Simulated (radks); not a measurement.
Neutral rubidium inside a hard spherical wall (all orbitals vanish at R), configuration held at [Kr] 5s1 and not refilled when levels cross. All-electron calculation, scalar-relativistic Kohn-Sham, LDA (Slater exchange, VWN5 correlation), spin-polarised, spherical densities, point nucleus; open shells are filled with parallel spins first (spin-orbit coupling, left out, can overturn this in heavy ions). Program: a radial shooting solver on a logarithmic mesh with Libxc functionals. Eigenvalues in eV for spin up, with the zero of energy where the potential of the charges vanishes at infinity; a dash marks a level that is unbound or too diffuse for the functional's potential to be trusted. A positive occupied level is held by the wall or, in an anion where self-interaction has pushed it up, behind a barrier. The pressure on the wall is -dE/dV.

R (bohr)  E (hartree)  kinetic (hartree)    e(3d)    e(4s)    e(4p)   e(5s)  e(5p, empty)  e(4d, empty)  pressure (GPa)
free      -2977.66592           3048.608  -104.15  -31.931  -16.011  -2.548        -0.899        -0.112               0
20        -2977.66592           3048.608  -104.15  -31.930  -16.011  -2.548        -0.896        -0.095        < 0.0001
15        -2977.66583           3048.609  -104.14  -31.917  -15.998  -2.539        -0.850        -0.025        0.000800
8         -2977.64513           3048.708  -103.35  -31.160  -15.269  -1.610         1.028         1.284           0.559
6         -2977.57068           3048.975  -102.16  -30.087  -14.258   0.908         5.074         3.228            5.03
5         -2977.43908           3049.447  -100.72  -28.897  -13.129   4.751        10.590         5.464            20.0
4         -2977.01767           3051.027  -96.954  -26.069  -10.280  14.989        23.851        10.508             112
